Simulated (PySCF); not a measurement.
Gas-phase equilibrium of 1 mol SnCl4, 9.1 mol H2 at 1400 K and 0.100 bar, among 14 species (SnCl4, HCl, SnH2, SnHCl3, SnCl3, H, H2, SnH4, SnCl2, SnH2Cl2, Cl, Cl2, SnH3Cl, SnHCl). Only gases are allowed; each row takes one source of thermochemistry for all species, and Cantera finds the minimum.

Energies from PySCF, thermal terms from the rigid-rotor harmonic-oscillator model, ideal gas at 1 bar. † marks an energy on the PBE0/def2-TZVP geometry and frequencies. MP2 freezes the core. Open shells (unrestricted) among the columns below: SnCl3 (multiplicity 2), H (multiplicity 2), Cl (multiplicity 2, electronic degeneracy 6); the rest are closed-shell singlets. Spin-orbit splitting is ignored; it lowers the true energy and changes the entropy of Cl. B3LYP is the form with VWN-RPA correlation. Sn: scalar-relativistic def2 core potential, no spin-orbit coupling. SnCl3, SnHCl: computed as isolated molecules; such fragments, hydroxides, amides, oligomers or adducts are transient or little studied in the gas. MP2 isn't extrapolated to the basis-set limit. The harmonic model lacks anharmonicity and excited electronic states, which grow with temperature; levels with a mode under 35 cm⁻¹ are left out. Soft modes under 120 cm⁻¹ make the harmonic entropy rough for SnCl3, SnCl2.

Molecules larger than those listed are left out.

Mole fractions:

| thermochemistry | x H2 | x HCl | x SnCl2 | x H | x SnHCl | x Cl | x SnCl3 |
|---|---|---|---|---|---|---|---|
| B3LYP/def2-TZVP† | 0.73 | 0.18 | 0.090 | 1.3e-5 | 2.3e-5 | 8.5e-6 | 3.4e-8 |
| BLYP/def2-TZVP† | 0.73 | 0.18 | 0.090 | 1.4e-5 | 1.5e-5 | 9.3e-6 | 2.5e-8 |
| M06-2X/def2-TZVP† | 0.73 | 0.18 | 0.090 | 1.8e-5 | 8.3e-6 | 4.3e-6 | 1.1e-6 |
| MP2/def2-TZVPP† | 0.73 | 0.18 | 0.090 | 4.0e-5 | 1.6e-5 | 1.9e-6 | 3.4e-8 |
| PBE0/def2-QZVP† | 0.73 | 0.18 | 0.090 | 3.4e-5 | 3.7e-5 | 2.3e-6 | 8.9e-8 |
| LDA/def2-TZVP† | 0.73 | 0.18 | 0.090 | 7.3e-6 | 2.6e-5 | 5.9e-8 | 1.4e-7 |
The most sensitive of these is Cl: it spans a factor of 10^2.2 over these rows; at this temperature one factor of ten is RT ln 10 = 27 kJ/mol.
